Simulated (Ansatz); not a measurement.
Consider the formal loss of a carbene: `CC(F)OC(F)F` → `F[C]F` + `CC(O)F`.

Gas-phase electronic energies from Ansatz, PBE0-D4/def2-TZVP geometries. CBS: MP2 limit from def2 TZ/QZ plus the TZ coupled-cluster correction, frozen cores. This one scheme is used for every species. Functionals use def2-TZVPP. Each species was taken in one conformer, which may not be the lowest.

`CC(F)OC(F)F`:

Cartesian coordinates in Å:
```
C -1.135 1.344 0.002
C -0.611 -0.057 -0.089
F -1.504 -0.921 0.491
O 0.598 -0.131 0.626
C 1.529 -1.003 0.170
F 1.977 -0.639 -1.057
F 1.035 -2.249 0.030
H -2.112 1.402 -0.478
H -1.231 1.630 1.050
H -0.449 2.030 -0.495
H -0.462 -0.394 -1.118
H 2.366 -1.013 0.869
```

`F[C]F`:

```xyz
3

F    -0.404    0.937    0.287
C     0.304    0.110   -0.417
F     0.100   -1.047    0.130
```

`CC(O)F`:

```xyz
9

C     0.917    0.460    0.025
C    -0.457   -0.095   -0.204
O    -0.685   -1.122    0.684
F    -1.395    0.911    0.005
H     1.010    0.775    1.065
H     1.667   -0.304   -0.184
H     1.087    1.317   -0.628
H    -0.611   -0.416   -1.243
H    -1.533   -1.527    0.481
```

| level | ΔE (eV) |
| --- | --- |
| PBE-D4 | 2.62 |
| ωB97X-V | 2.66 |

(1) What does CCSD(T)/CBS give? (Estimate.)

Largest T1 diagnostic among the species: 0.017.

Results:

(1) Computed: +2.57 eV. The listed levels differ from it by 0.05, 0.09 eV.

In def2-TZVPP, CCSD(T) changes the Hartree–Fock value by +0.19 eV (the triples alone add −0.00 eV) and MP2 by +0.37 eV. From PBE to PBE0 (25 % exact exchange), in def2-TZVPP and without D4, ΔE moves by +0.16 eV. The D4 term adds +0.12 eV with B3LYP and +0.06 eV with PBE0; it sums over pairs of atoms, weighted by their polarisabilities, and B3LYP, whose exchange is more repulsive, gets the larger term.

B3LYP here is the variant with VWN-RPA as its local correlation; programs differ in this.
